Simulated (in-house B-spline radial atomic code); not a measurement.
Ionisation energies along the 50-electron series, configuration [Kr] 4d10 5s2 5p2, as differences of self-consistent energies. NIST's values go from ground level to ground level; the uncertainty of those that are theory runs from under 0.1 % in few-electron ions to several per cent in heavy many-electron ones. Computed with a B-spline radial code for spherical atoms: non-relativistic Hartree-Fock, average of the configuration, point nuclei.

This level leaves out relativity, spin-orbit splitting included, which matters for heavy ions.

| ion | configuration after | ionisation energy (eV) | IE/(q+1)² (eV) | -ε less Coulomb ΔSCF (eV) | tabulated value (eV) | tabulated kind | computed minus tabulated (eV) |
| --- | --- | --- | --- | --- | --- | --- | --- |
| Sn | [Kr] 4d10 5s2 5p1 | 6.42 | 6.4177 | 0.34663 | 7.343918 | measured | -0.93 |
| Sb+ | [Kr] 4d10 5s2 5p1 | 15.37 | 3.8436 | 0.30517 | 16.626 | measured | -1.25 |
| Te2+ | [Kr] 4d10 5s2 5p1 | ? | ? | ? | ? | measured | ? |
| I3+ | [Kr] 4d10 5s2 5p1 | 38.47 | 2.4047 | 0.27012 | 40.357 | measured | -1.88 |
| Xe4+ | [Kr] 4d10 5s2 5p1 | 52.27 | 2.0906 | 0.262 | 54.1 | semi-empirical | -1.83 |
| Cs5+ | [Kr] 4d10 5s2 5p1 | 67.43 | 1.8731 | 0.25683 | 69.1 | tabulated theory | -1.67 |
| Ba6+ | [Kr] 4d10 5s2 5p1 | 83.92 | 1.7126 | 0.25354 | 86 | tabulated theory | -2.08 |
| La7+ | [Kr] 4d10 5s2 5p1 | ? | ? | ? | ? | tabulated theory | ? |
| Ce8+ | [Kr] 4d10 5s2 5p1 | 120.70 | 1.4902 | 0.25032 | 125 | tabulated theory | -4.30 |

Question: Fill in the row of Te2+.

Answer: ionisation energy (eV): 26.14; IE/(q+1)² (eV): 2.904; -ε less Coulomb ΔSCF (eV): 0.28316; tabulated value (eV): 27.84; computed minus tabulated (eV): -1.70.

Question: Fill in the row of La7+.

Answer: ionisation energy (eV): 101.68; IE/(q+1)² (eV): 1.5888; -ε less Coulomb ΔSCF (eV): 0.2515; tabulated value (eV): 105; computed minus tabulated (eV): -3.32.

Question: How far is this level of theory from the measured and semi-empirical values?

Answer: Over those 5 rows the differences run from -1.88 to -0.926 eV (mean absolute value 1.5 eV). The calculation leaves out relativity, correlation and, in open shells, the multiplet splittings that an average leaves out.
